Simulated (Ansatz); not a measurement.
```yaml
crystal:
  periodic: [false, false, false]
  atoms:
    - {symbol: Mo, position_ang: [0.541043, 0.746931, -0.298776]}
    - {symbol: Te, position_ang: [0.632254, -0.322766, 1.910953]}
    - {symbol: Te, position_ang: [-1.173297, -0.424175, -1.612176]}
basis:
  gaussian: {orbitals: def2-TZVP}
total_charge: 2
hamiltonian: {xc: {name: SVWN5}}
```

```sh
$ ansatz run in.yaml --threads 4 --pin off --events-out ev --progress --plain --max-ram 3916MiB
```

Shortened log:

```
Functional definition: SVWN5
1080 factors; their error is unknown
mean field evaluation 1: about -16296.3462 eV, gradient 2.1e2 eV
mean field evaluation 2: about -15285.5414 eV, gradient 4.2e2 eV
mean field evaluation 4: about -16231.2717 eV, gradient 2.4e2 eV
mean field evaluation 8: about -16368.8138 eV, gradient 9.8e1 eV
mean field evaluation 16: about -16399.2565 eV, gradient 3.5e-1 eV
mean field evaluation 32: about -16397.2225 eV, gradient 7.3e-3 eV
mean field evaluation 64: about -16397.2225 eV, gradient 1.2e-1 eV
mean field evaluation 96: about -16395.6428 eV, gradient 2.1e-1 eV
mean field evaluation 128: about -16395.9277 eV, gradient 4.8e0 eV
mean field evaluation 160: about -16392.0123 eV, gradient 8.8e0 eV
mean field -16399.01027784 eV, -602.6525120622 hartree, gradient 7.8e-6 eV, S^2 0.000000; 12 other end points of the search recorded, 0 dependent functions left out
reference -16399.01031467 eV, -602.6525134157 hartree; 30, 30 occupied and 110, 110 virtual orbitals, 1080 factors
Total energy: -16399.01031467 eV, -602.6525134157 hartree
```

Hardware: 4 threads of Arm Neoverse V1 on a shared host. Wall time 8 s.

In the def2 sets Mo, Te take a core potential; there is no spin–orbit coupling. This restricted singlet of an open-shell metal wasn't tested against broken symmetry.
